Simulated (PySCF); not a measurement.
A GIAO shielding run with PySCF 2.14.0 with density-fitted response routines (density fitting, non-relativistic, gas phase) on SMILES CS[Si@@H]([SiH3])[SiH2]P, CH11PSSi3:

```
$ OMP_NUM_THREADS=1 python probes_run.py task.json out

{"job": {"kind": "nmr", "xc": "PBE0", "basis": "pcSseg-1"}, "charge": 0, "multiplicity": 1}
C      3.179912    -0.097290    -0.364760
S      1.750774    -0.655495    -1.335633
Si     0.192735    -0.374453     0.145824
Si     0.129034     1.841021     0.901782
Si    -1.690906    -1.309198    -0.833441
P     -3.304415    -0.799221     0.635400
H      4.059011    -0.234433    -0.985446
H      3.263608    -0.698434     0.535195
H      3.061660     0.951807    -0.110272
H      0.668462    -1.235629     1.249594
H      0.510178     2.804062    -0.136216
H     -1.234694     2.150603     1.331533
H      1.023720     2.084667     2.038629
H     -2.032385    -0.799469    -2.169179
H     -1.734815    -2.773044    -0.944175
H     -4.331318    -1.316526    -0.118705
H     -3.517560     0.473062     0.149960
```

Hardware: 1 thread of an Arm Neoverse N1, shared host. The job also computes population analyses, field gradients.

Question: How large is the calculation?

Answer: 90 electrons, 192 basis functions and 1118 auxiliary functions.

Question: How long does it take, and how much memory does it need?

Answer: 59 s of wall time, with 12 SCF cycles and 5 response iterations; peak memory 0.8 GiB. Times on a shared host scatter by some tens of per cent.
